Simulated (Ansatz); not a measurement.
Geometry optimisation, RKS B3LYP-D4/def2-SVP in Ansatz 0.2.0.

Input file:

```yaml
crystal:
  periodic: [false, false, false]
  atoms:
    - { symbol: W, position_ang: [-0.046211, 0.198956, 0.361099] }
    - { symbol: F, position_ang: [0.726614, 0.318603, 2.043025] }
    - { symbol: H, position_ang: [1.370918, -0.720178, 0.280682] }
    - { symbol: H, position_ang: [-0.139676, 1.706239, -0.431935] }
    - { symbol: H, position_ang: [-1.541717, -0.613081, 0.409968] }
    - { symbol: H, position_ang: [-0.151766, -1.182535, -0.585377] }
    - { symbol: H, position_ang: [0.721438, 0.291995, -1.137962] }
basis:
  gaussian: { orbitals: def2-SVP }
hamiltonian:
  xc: b3lyp
  dispersion: d4
relax:
  f_tol: 0.03
  max_steps: 50
```

Command:

```bash
$ ansatz run input.yaml --threads 1 --pin off --max-ram 2048MiB --backend cpu --events-out ev --progress --plain --runs-dir out
```

Q: Where does it end, and by what steps?

A: The run converged. After 4 steps the energy has fallen by 0.098 eV; H3 moved furthest, 0.19 Å.

```tsv
step	energy less start (eV)	largest force component (eV/Å)	accepted
0	0.0000	0.683	yes
1	-0.0750	0.227	yes
2	-0.0928	0.083	yes
3	-0.0957	0.076	yes
4	-0.0979	0.028	yes
```

```xyz
7
Properties=species:S:1:pos:R:3
W -0.005 0.173 0.378
F 0.691 0.371 2.102
H 1.344 -0.749 0.099
H -0.195 1.669 -0.419
H -1.549 -0.553 0.383
H -0.157 -1.251 -0.514
H 0.810 0.339 -1.089
```

Whether the end is a true minimum wasn't checked by a vibrational analysis.

The run took 15 s on 1 thread of Arm Neoverse V2, on a shared host, peak memory 0.13 GiB.
